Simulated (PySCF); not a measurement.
Gas-phase reaction: GaF + Cl + FO → GaCl + F₂O

Computed with PySCF and rigid-rotor harmonic-oscillator thermochemistry at 1 bar. † marks an energy on the PBE0/def2-TZVP geometry and frequencies; other levels use their own. CCSD(T) freezes the core. 6-31G* has spherical d functions here. Open shells (unrestricted): Cl (multiplicity 2, electronic degeneracy 6), FO (multiplicity 2, electronic degeneracy 4); the rest are closed-shell singlets. Spin-orbit splitting is ignored; it lowers the true energy and changes the entropy of Cl, FO. B3LYP is the form with VWN-RPA correlation. Ga: all electrons, no relativistic terms. CCSD(T) isn't extrapolated to the basis-set limit; its ΔH°(298 K) is -4.6 kJ in def2-SVP and -32.3 kJ in def2-TZVPP. The harmonic model lacks anharmonicity and excited electronic states, which grow with temperature; levels with a mode under 35 cm⁻¹ are left out.

ΔH° and ΔS° at 298 K: B3LYP/6-31G* -39 kJ, -125 J/K; B3LYP/def2-TZVP† -31 kJ, -127 J/K; CCSD(T)/def2-SVP† -5 kJ, -127 J/K.

Question: With the heat capacities included, give log10 K (1 bar) at 600, 1000, 1200, 1800, 2000 K from B3LYP/6-31G*, B3LYP/def2-TZVP†, CCSD(T)/def2-SVP†.

Answer: 
| T (K) | B3LYP/6-31G* | B3LYP/def2-TZVP† | CCSD(T)/def2-SVP† |
|---|---|---|---|
| 600 | -3.2 | -4.0 | -6.3 |
| 1000 | -4.6 | -5.1 | -6.5 |
| 1200 | -4.9 | -5.4 | -6.5 |
| 1800 | -5.5 | -5.9 | -6.6 |
| 2000 | -5.7 | -6.0 | -6.7 |
